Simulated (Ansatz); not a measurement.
Isolated molecules relaxed with PBE0-D4/def2-TZVP in Ansatz; ΔE leaves out vibrations. CBS: MP2 limit from def2 TZ/QZ plus the TZ coupled-cluster correction, frozen cores. This one scheme is used for every species. Functionals use def2-TZVPP. B3LYP here is the variant with VWN-RPA as its local correlation; programs differ in this. Elements past krypton have def2 core potentials. For Br, Hf outer-core shells are correlated without core-valence functions, which leaves a few kJ/mol of doubt a bond. Scalar relativity is left out up to krypton.

Reaction (ligand exchange at the Hf–F bond): `[F][Hf]([Cl])([Cl])[Br]` + HBr → `[Cl][Hf]([Cl])([Br])[Br]` + H–F

| level | ΔE (kJ/mol) | difference from CCSD(T)/CBS |
| --- | --- | --- |
| LDA (SPW92) | 23.1 | 13.2 |
| revPBE-D4 | 24.6 | 14.7 |
| PBE0-D4 | 16.1 | 6.2 |
| r2SCAN0-D4 | 17.6 | 7.7 |
| BHLYP-D4 | 17.7 | 7.8 |
| ωB97X-V | 30.4 | 20.5 |
| B2PLYP | 22.9 | 13.0 |
| PBE-QIDH | 10.1 | 0.2 |
| BLYP | 40.0 | 30.1 |
| B3LYP | 32.4 | 22.5 |
| BHLYP | 26.8 | 16.9 |
| CAM-B3LYP | 38.0 | 28.1 |
| CCSD/def2-SVP | 38.3 | 28.4 |
| MP2/def2-TZVPP | 2.9 | -7.0 |
| CCSD/def2-TZVPP | 17.4 | 7.5 |
| CCSD/CBS(def2) | 12.8 | 2.9 |
| CCSD(T)/CBS | 9.9 | 0 |

Largest T1 diagnostic among the species: 0.013.

Leaving LDA and LC-ωPBE aside and taking each functional with its dispersion term where it has one, the values, not all of them listed here, spread over 23.0 kJ/mol, from PBE-QIDH to CAM-B3LYP-D4. LDA lies −5.3 kJ/mol from PBE without D4. From PBE to PBE0 (25 % exact exchange), in def2-TZVPP and without D4, ΔE moves by −8.0 kJ/mol.

CCSD(T)/CBS has its own doubt, a few kJ/mol and more with outer-core shells, so smaller differences from it don't rank the levels.
